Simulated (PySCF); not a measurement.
C3H6Cl, doublet, at a GFN2-xTB geometry. Base run: B3LYP/def2-SV(P) run with PySCF.

Here is a job for PySCF.
```python
from pyscf import gto, scf, dft

mol = gto.Mole()
mol.atom = '''
    C     0.881968   -0.690356   -0.065206
    C     2.334461   -0.222895   -0.008719
    C    -0.045219    0.451333   -0.217277
    H     0.630046   -1.249113    0.840933
    H     0.771878   -1.394276   -0.906128
    H     3.000275   -1.075943    0.092328
    Cl   -1.689305    0.260271    0.153349
    H     2.596858    0.314490   -0.916533
    H     2.487241    0.439355    0.839254
    H     0.204635    1.312395   -0.809565
'''
mol.basis = 'def2-sv(p)'
mol.charge = 0
mol.spin = 1
mol.verbose = 4
mol.build()

mf = dft.UKS(mol)
mf.xc = 'b3lyp'
mf.kernel()
mf.analyze()
```

Variants of this job, named by their change:

| change | ΔE vs base (µEh) | SCF cycles | <S^2> | outcome |
|---|---|---|---|---|
| base | 0.0 | 11 | 0.754 | converged |
| diis = off; damp = 0.3 (with mf.diis_start_cycle = 200; with mf.max_cycle = 150) | 0.0 | 17 | 0.754 | converged |
| conv_tol_grad = 1e-3 | 0.0 | 11 | 0.754 | converged |
| damp = 0.5; diis_start_cycle = 5 | 0.0 | 12 | 0.754 | converged |
| solver = newton | 0.0 | - | 0.754 | converged |
| conv_tol = 1e-7 | 0.0 | 8 | 0.754 | converged |
| DIIS = EDIIS | - | 50 | - | not converged |
| level_shift = 0.1 (with mf.max_cycle = 100) | 0.0 | 11 | 0.754 | converged |
| level_shift = 1.0 (with mf.max_cycle = 100) | 0.0 | 31 | 0.754 | converged |
| diis_space = 12 | 0.0 | 11 | 0.754 | converged |
| level_shift = 0.5 (with mf.max_cycle = 100) | 0.0 | 18 | 0.754 | converged |
| conv_tol = 1e-6 | 0.2 | 7 | 0.754 | converged |
| level_shift = 0.3 (with mf.max_cycle = 100) | 0.0 | 13 | 0.754 | converged |

Open shells are given as the SCF converged; they aren't shown to be the lowest states, and a large step between rows can be another state.
